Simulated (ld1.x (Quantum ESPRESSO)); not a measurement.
The numbers below are computed, except where a source is named.
**Pseudopotentials across the periodic table**

Generated with ld1.x 7.5 (TM, RRKJ, ultrasoft, PAW), atompaw 4.2 or ONCVPSP 4.0.1. The cutoff is in Ry: for ld1.x and atompaw files where the sum of valence levels is converged to 10 mRy in a Bessel basis, for ONCV files where the hardest occupied wave has 1 mHa per electron of residual kinetic energy. The error is the largest all-electron minus pseudo excitation energy over each file’s own four to seven test configurations (ionisations up to +4, promotions, holes and added fractions of an electron), all of which were solved. The labels leave out finer settings (local radius, basis sizes, second energies), which also bear on the numbers. Spin-polarised tests are not counted. The rows are a selection from randomly drawn settings: files with unsolved tests, undetermined cutoffs or missed reference levels are left out.

A true bound ghost makes a file unfit for plane-wave use even where its test errors are small: the radial tests pick states by their node count and pass the ghost by.

```tsv
element	potential	cutoff (Ry)	largest error (meV)	bound ghosts
Ti	PAW, PW91, scalar-relativistic, rc 2.00/1.75/2.05 (spd), local smoothed, core correction yes, reference 3s2 3p6 3d2 4s1.75 4p0.25	30	-21	none
Fe	PAW, BLYP, scalar-relativistic, rc 1.45/1.25/1.20 (spd), local smoothed, core correction yes, reference 3s2 3p6 3d6 4s2 4p0	80	-20	none
Sn	TM, PBE, fully relativistic, rc 1.45/2.10/2.00 (spd), local s, core correction no, reference 5s2 5p1	45	+222	p1/2, d3/2, d5/2
Te	TM, LDA (PZ), scalar-relativistic, rc 1.35/1.60 (sp), local s, core correction yes, reference 5s2 5p4	100	-140	p
Re	PAW, LDA (PZ), scalar-relativistic, rc 1.75/1.75/2.80 (spd), local smoothed, core correction yes, reference 5s2 5p6 5d5 6s1 6p1	35	-4.9	none
Pt	TM, LDA (PZ), scalar-relativistic, rc 2.35/3.40/1.35 (spd), local s, core correction no, reference 5d9 6s0.75 6p0	50	-60	none
```

**Question.** Fill in the row for Ar: TM, PBE, scalar-relativistic, rc 1.30/1.15 (sp), local s, core correction no, reference 3s2 3p4.5.

**Answer.** cutoff 70 Ry, largest error +119 meV, bound ghosts: none.

**Question.** Fill in the row for O: ultrasoft, PBE, non-relativistic, rc 0.70/1.20 (sp), local smoothed, core correction yes, reference 2s2 2p3.

**Answer.** cutoff 70 Ry, largest error +53 meV, bound ghosts: none.
